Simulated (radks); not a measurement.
Question: The mean radii <r> (bohr) of the occupied orbitals of an atom or ion are listed with their occupations. All-electron calculation, Dirac Kohn-Sham, exchange-only LDA, spin-unpolarised, spherical densities, point nucleus. Program: a radial shooting solver on a logarithmic mesh with Libxc functionals.

orbital     occ.      <r>
1s1/2          2  0.04280
2s1/2          2   0.1896
2p1/2          2   0.1629
2p3/2          4   0.1668
3s1/2          2   0.5526
3p1/2          2   0.5578
3p3/2          4   0.5685
3d3/2          4   0.5886
3d5/2          6   0.5927
4s1/2          2    1.635
4p1/2    1.33333    1.950
4p3/2    2.66667    1.989

Name the element and its charge. Open shells, if any, are shared by 2j + 1.

Answer: Z = 35, bromine, charge +1: Br+ in [Ar] 3d10 4s2 4p4. The 1s radius gives Z: for a bare nucleus <r> = (2 gamma + 1)/(2Z) with gamma = sqrt(1 - (Z/c)^2), 0.04191 bohr for Z = 35, and screening makes it slightly larger (0.04280 here). The occupations add up to 34, and the charge is Z minus that.
